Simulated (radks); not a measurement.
Values are calculated unless marked as measured or tabulated.
These are the eigenvalues of the occupied orbitals of an atom or ion with whole-number occupations (eV). Code: a radial shooting solver on a logarithmic mesh with Libxc functionals. Model: non-relativistic Kohn-Sham, LB94 model potential, spin-polarised, spherical densities, point nucleus.

orbital  eigenvalue
1s down   -47496.91
1s up     -47496.91
2s down   -7791.105
2s up     -7791.006
2p down   -7431.160
2p up     -7431.092
3s down   -1923.259
3s up     -1923.253
3p down   -1761.362
3p up     -1761.331
3d down   -1458.666
3d up     -1458.567
4s up     -574.2843
4s down   -570.1978
4p up     -510.7229
4p down   -506.7212
4d up     -396.9353
4d down   -393.1341
4f up     -255.1118

Which element is it, and in what charge state? The configuration may be excited. Open shells, if any, are filled with parallel spins first.

Answer. Z = 64, gadolinium, charge +13: Gd13+ in [Kr] 4d10 4f5. The list shows which subshells hold electrons but not how many an open one holds; the 1s level, -1745.5 hartree, gives Z - s = 59.1 by -(Z - s)^2/2, which with screening narrows Z to a few neighbours, and the depths of the outer levels then fix element, charge and occupations together.
